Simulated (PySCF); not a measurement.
ZnF, SMILES [F][Zn] (connectivity only; charge and spin as stated), neutral, multiplicity 2.

The structure is a stationary point at PBE-D3(BJ)/def2-TZVPD. The spin state was assumed, not searched.

The numbers are results of PBE-D3(BJ)/def2-TZVPD run with PySCF, not measurements.

Frequencies are harmonic and unscaled.

Problem. Estimate the vibrational spectrum. (The exact figures need the calculation; the answer reports its results.)

Solution. 
```
mode  ν (cm⁻¹)  IR (km/mol)  moving atoms (share of kinetic energy)
----  --------  -----------  --------------------------------------
1          555         61.1                         F 77 %, Zn 23 %
```
